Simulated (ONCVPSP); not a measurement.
Ranking ONCV potentials for Rb (Z = 37)

All share these settings but for the change named:

```json
{
 "Element": "rubidium (Rb)",
 "Generator": "ONCVPSP 4.0.1",
 "Type": "optimised norm-conserving Vanderbilt (ONCV)",
 "Functional": "LDA (Perdew-Wang 92)",
 "Relativity": "scalar-relativistic",
 "Frozen core": "[Ar] 3d10",
 "Valence charge": "9",
 "Reference configuration": "4s2 4p6 5s1",
 "Partial waves": "4s+5s: rc 2.55 bohr, ncon 5, nbas 8, qcut 4.5 1/bohr, 2 projectors; 4p: rc 2.65 bohr, ncon 5, nbas 8, qcut 5.7 1/bohr, 2 projectors, debl 0.7 Ha; d scattering state at 0.03 Ha: rc 2.35 bohr, ncon 4, nbas 7, qcut 4 1/bohr, 2 projectors, debl 3.6 Ha",
 "Local potential": "polynomial inside 2.05 bohr (lpopt 5, dvloc0 0 Ha)",
 "Core correction": "polynomial model core, fcfact 0.25"
}
```

Test errors are all-electron minus pseudo excitation energies from the reference, over 4s2 4p6 5s0; 4s2 4p6 5s0.5; 4s2 4p6 5s0 5p1; 4s2 4p5 5s1. None of these files shows a bound ghost.

The base gives 9.1 meV.

Of 11 variants that were run, those that failed, showed a ghost or another fault, or gave nearly equal values are left out.

A variant can come out equal or close to the base, since the largest error may sit in a test that the change hardly touches while other tests move.

(1) Rank these variants by their largest absolute test error, smallest first.
A. p: nproj 1
B. s: qcut 2.8; p: qcut 3.6; d: qcut 2.5
C. p: ncon 4, nbas 7
D. local potential polynomial inside 2.25 bohr (lpopt 5, dvloc0 0 Ha)
E. all radii but the core radius scaled by about 0.75 (s 1.92, p 2.00, d 1.78 bohr); local potential polynomial inside 1.54 bohr (lpopt 5, dvloc0 0 Ha)

Answers

(1) B (0.5 meV), E (5.7 meV), D (8.4 meV), A (11.6 meV), C (14.1 meV).
